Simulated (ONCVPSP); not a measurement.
# An all-electron radial function and its pseudo partner (iron (Fe))

Columns: radius, all-electron u(r) and pseudo u(r) of the 3p shell (level -61.79 eV) of iron in the configuration [Ne] 3s2 3p6 3d6 4s1 4p1; PBE, scalar-relativistic, ONCV scheme, ONCVPSP 4.0.1.

| r (bohr) | all-electron | pseudo |
| --- | --- | --- |
| 0.060 | -0.3288 | 0.0232 |
| 0.120 | -0.5897 | 0.0907 |
| 0.180 | -0.5508 | 0.1959 |
| 0.240 | -0.3101 | 0.3294 |
| 0.300 | 0.0134 | 0.4796 |
| 0.360 | 0.3376 | 0.6339 |
| 0.420 | 0.6190 | 0.7805 |
| 0.480 | 0.8401 | 0.9091 |
| 0.540 | 0.9985 | 1.0127 |
| 0.600 | 1.0995 | 1.0869 |
| 0.660 | 1.1512 | 1.1303 |
| 0.720 | 1.1642 | 1.1445 |
| 0.780 | 1.1475 | 1.1330 |
| 0.840 | 1.1097 | 1.1006 |
| 0.900 | 1.0573 | 1.0524 |
| 0.960 | 0.9957 | 0.9934 |
| 1.020 | 0.9289 | 0.9280 |
| 1.080 | 0.8601 | 0.8598 |
| 1.140 | 0.7914 | 0.7912 |
| 1.200 | 0.7244 | 0.7243 |
| 1.260 | 0.6603 | 0.6602 |
| 1.320 | 0.5996 | 0.5995 |
| 1.380 | 0.5428 | 0.5427 |
| 1.440 | 0.4901 | 0.4900 |
| 1.500 | 0.4415 | 0.4414 |
| 1.560 | 0.3969 | 0.3969 |

**Question.** How many radial nodes do the two functions have?

**Answer.** The all-electron 3p function has n − l − 1 = 1; the pseudo-wave has 0, since the states of the same l below it are removed with the core.

**Question.** At about which radius was the pseudo-wave matched?

**Answer.** 1.20 bohr. The columns agree to 0.0005 from 1.08 bohr on; several derivatives are matched, so the curves merge somewhat inside the radius.

**Question.** Is the pseudo-wave norm-conserving?

**Answer.** Yes: the ONCV scheme keeps the norm inside the radius equal to the all-electron one, which fixes the energy derivative of the logarithmic derivative at the level.
